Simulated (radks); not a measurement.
Radial electron density D(r) = 4 pi r^2 rho(r) of an atom or ion with 21 electrons. Method: scalar-relativistic Kohn-Sham, SCAN, spin-unpolarised, spherical densities, finite nucleus; meta-GGA in the generalised Kohn-Sham scheme; Fermi nuclear charge, rms radius of each element as measured or else 0.836 A^(1/3) + 0.57 fm; computed with a radial shooting solver on a logarithmic mesh with Libxc functionals.

```
   r/bohr * D(r) (the largest magnitude, 27.7, reaches the edge; | marks zero)
 0.007834 |       *
  0.01028 |            *
   0.0135 |                  *
  0.01772 |                          *
  0.02326 |                                   *
  0.03052 |                                           *
  0.04007 |                                                  *
  0.05259 |                                                   *
  0.06958 |                                              *
  0.09134 |                                       *
   0.1199 |                                      *
   0.1574 |                                             *
   0.2065 |                                                      *
   0.2711 |                                                   *
   0.3559 |                                   *
   0.4671 |                  *
    0.618 |               *
   0.8112 |                   *
    1.065 |                 *
    1.398 |         *
    1.835 |   *
    2.408 | *
    3.161 |*
    4.149 *
    5.489 *
    7.205 *
    9.457 *
```

What is the nuclear charge?

Answer. Z = 22. The innermost maximum, from 1s, lies near gamma/Z bohr with gamma = sqrt(1 - (Z/c)^2) = 0.987, here 0.0449 bohr (found: 0.0482), and its height grows with Z. The density is that of the titanium ion Ti+ in [Ar] 3d2 4s1; the configuration itself is not fixed sharply by these data, and Z only to about a unit. D(r) has 3 maxima, at r = 0.0482, 0.226, 0.879 bohr, and minima at 0.109, 0.566 bohr, inside which lie 2.14, 10.41 electrons.
